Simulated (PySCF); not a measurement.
CuI, singlet, geometry from GFN2-xTB (such geometries of metal compounds can be far from the true shape) (core potentials on I).

Input for PySCF:
```python
from pyscf import gto, scf, dft, solvent

mol = gto.Mole()
mol.atom = '''
    Cu   -0.00000000   -0.00000000   -1.55408005
    I     0.00000000    0.00000000    0.85034569
'''
mol.basis = 'def2-svp'
mol.ecp = {'I': 'def2-svp'}
mol.verbose = 4
mol.build()

mf = dft.RKS(mol)
mf.xc = 'pbe0'
mf.kernel()
mf.analyze()
```

Task: What does this run give for the nuclear repulsion energy, HOMO-LUMO gap, total energy, dipole moment, number of basis functions, HOMO energy?

Result: 
```yaml
nuclear_repulsion_energy: 159.5614 Eh
HOMO-LUMO gap: 3.91 eV
total_energy: -1937.7899 Eh
dipole_moment: 5.23 D
number_of_basis_functions: 57
HOMO energy: -6.47 eV
```
